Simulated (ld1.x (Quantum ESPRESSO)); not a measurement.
What one change does to a pseudopotential (indium (In), TM semilocal)

indium, norm-conserving Troullier–Martins (semilocal form), made with ld1.x (Quantum ESPRESSO) 7.5 (PBE, scalar-relativistic). Core [Kr], reference 4d10 5s2 5p1. Waves: 5s (bound): rc 2.25 bohr; 4d (bound): rc 1.80 bohr; 5p (bound): rc 3.10 bohr. Local part: the p channel. Core correction: a·sin(br)/r model core, default radius (core density twice the valence density).

Change: all radii but the core radius scaled by about 0.84 (s 1.88, p 2.60, d 1.50 bohr).

Cutoffs: the cutoffs (Ry, on a coarse ladder) from which the occupation-weighted sum of valence levels, in a spherical-Bessel basis at the reference potential, stays within 10 and 1 mRy of its value at 400 Ry; they do not see the model core or the augmentation charge, which bear on the density cutoff. Errors are all-electron minus pseudo energies relative to the spin-unpolarised reference configuration.

Task: How do hardness, ghosts and transferability respond?

Result: The potential gets harder (70 Ry and 110 Ry → 80 Ry and 120 Ry); of the 7 tests that both files solve, the error grows in 2 and shrinks in 1 by more than 15 % and 0.3 meV (median size 2.7 → 2.9 meV); neither file shows a bound ghost. A smaller radius makes the pseudo-wave follow the all-electron one further in, where it bends more sharply, so more plane waves are needed. A semilocal file is local in each channel, so a ghost entry of none says nothing of the separable form that plane-wave codes build from it.

| quantity | base | changed |
| --- | --- | --- |
| cutoff, loose | 70 Ry | 80 Ry |
| cutoff, tight | 110 Ry | 120 Ry |
| loose cutoff by channel (10 mRy a level) | s 8 Ry, d 55 Ry, p 6 Ry | s 8 Ry, d 70 Ry, p 6 Ry |
| bound ghosts | none | none |
| error for 4d10 5s2 5p0, meV [ΔE 5.36 eV] | -2.7 | -2.3 |
| error for 4d10 5s1 5p0, meV [ΔE 24.60 eV] | -19 | -15 |
| error for 4d10 5s0 5p0, meV [ΔE 52.92 eV] | -71 | -61 |
| error for 4d10 5s1 5p1, meV [ΔE 11.96 eV] | +0.2 | -2.9 |
| error for 4d10 5s2 5p1.3, meV [ΔE -0.53 eV] | +0.1 | 0.0 |
| error for 4d10 5s0 5p3, meV [ΔE 11.95 eV] | +5.8 | -8.2 |
| error for 4d10 5s2 5p0.5, meV [ΔE 1.94 eV] | -0.5 | -0.6 |
